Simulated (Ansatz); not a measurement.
`[GaH2][NH]B1CS1` + HCl → `ClB1CS1` + `[NH2][GaH2]` at 500 K and 1 bar (ligand exchange at a B–N bond).

Program: Ansatz. Geometries: PBE0-D4/def2-TZVP. ΔE: electronic, gas phase. CCSD(T)/CBS adds triple-zeta CCSD(T) − MP2 to the extrapolated MP2 energy (def2 sets, frozen cores). This one scheme is used for every species. For Ga outer-core shells are correlated without core-valence functions, which leaves a few kJ/mol of doubt a bond. Scalar relativity is left out up to krypton. One conformer a species, not always the lowest.

```
          species  CCSD(T)/CBS energy (Eh)  H − E (kJ/mol)  S (J/(mol·K))
`[GaH2][NH]B1CS1`              -2442.32425           210.5          417.9
              HCl               -460.38127            32.5          201.9
        `ClB1CS1`               -921.63854           115.9          332.7
    `[NH2][GaH2]`              -1981.05479           130.3          302.1
```

H − E and S are ideal-gas, rigid-rotor, harmonic terms from PBE0-D4/def2-TZVP, for one conformer and one mirror image of each species. 1 Eh = 2625.50 kJ/mol, R = 8.31446 J/(mol·K).

Question: By hand: ΔE, ΔH, ΔS and ΔG.

Answer: ΔE = (-921.63854) + (-1981.05479) − (-2442.32425) − (-460.38127) = 0.01219 Eh = 32.0 kJ/mol. Δ(H − E) = 115.9 + 130.3 − 210.5 − 32.5 = 3.2, so ΔH = 35.2 kJ/mol. ΔS = 332.7 + 302.1 − 417.9 − 201.9 = 15.0 J/(mol·K). ΔG = 35.2 − 500 × (15.0)/1000 = 27.7 kJ/mol.

Question: By hand: the equilibrium constant, and the temperature at which ΔG would vanish if ΔH and ΔS stayed fixed.

Answer: log₁₀ K = −ΔG/(RT ln 10) = -2.9. ΔG = 0 at ΔH/ΔS = 2347 K, though so small a ΔS makes that figure unsure.

ΔH outweighs TΔS. A doubt of 5 kJ/mol in ΔE shifts log₁₀ K by 0.5 here. Other conformers and mirror images would add mixing entropy, several J/(mol·K) or more a flexible species. These are equilibria of isolated gas molecules and say nothing of rates. Largest T1 diagnostic: 0.014 (customary marks: 0.02 for closed shells, 0.045 for open ones).
